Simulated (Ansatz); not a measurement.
```xyz
7

O    -0.867   -0.551   -1.396
Sn    0.069    0.631   -0.137
S     1.068   -0.719    1.575
H    -0.338   -1.310   -1.654
H     1.360    1.422   -0.920
H    -1.175    1.624    0.453
H    -0.119   -1.098    2.078
```

The species carries charge 0 and has multiplicity 1. Sn takes the def2 core potential.

(1) List the r2SCAN/def2-TZVPP orbital energies in eV (Ansatz 0.2.0). (An estimate is asked.)

## Answers

(1) Computed: Occupied: -2409.20, -515.45, -213.63, -157.70, -157.63, -157.50, -137.70, -92.56, -92.50, -92.47, -27.45, -26.98, -26.93, -26.84, -26.82, -24.87, -18.74, -13.60, -11.44, -10.27, -8.97, -8.70, -7.93, -7.23, -6.61. Lowest empty: -1.26, -0.64, -0.19, 0.41, 1.25, 2.00, 2.74, 2.99.
